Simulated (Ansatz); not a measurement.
C2H9InSi, SMILES `[CH3][InH][CH2][SiH3]` at its PBE0-D4/def2-TZVP geometry, where that method's forces vanish. The species carries charge 0 and has multiplicity 1. In: def2 effective core potential.

```xyz
13

C     2.0631    1.1865   -0.7557
In   -0.0275    0.8034   -1.1004
C    -0.8788   -1.0351   -0.3262
Si   -1.2807   -0.9225    1.4841
H     2.1757    1.7048    0.2004
H     2.6254    0.2535   -0.6996
H     2.4876    1.8192   -1.5356
H    -1.0623    1.9051   -1.9429
H    -1.7821   -1.2731   -0.8937
H    -0.1499   -1.8365   -0.4810
H    -2.2421    0.1892    1.7394
H    -0.0479   -0.6259    2.2694
H    -1.8805   -2.1684    2.0417
```

(1) What forces (eV/Å) does PBE-D4/def2-TZVPP give on these atoms in the Gaussian-basis code of Ansatz? (An estimate is asked.)

Results:

(1) Computed: 
```
C1   0.030 -0.004 -0.003
In2 -0.033  0.058 -0.051
C3  -0.014 -0.026  0.011
Si4 -0.004  0.020  0.040
H5   0.010  0.096  0.179
H6   0.096 -0.179  0.012
H7   0.068  0.121 -0.151
H8  -0.088  0.090 -0.064
H9  -0.162 -0.039 -0.114
H10  0.137 -0.142 -0.037
H11 -0.093  0.103  0.032
H12  0.115  0.027  0.082
H13 -0.063 -0.126  0.063
```
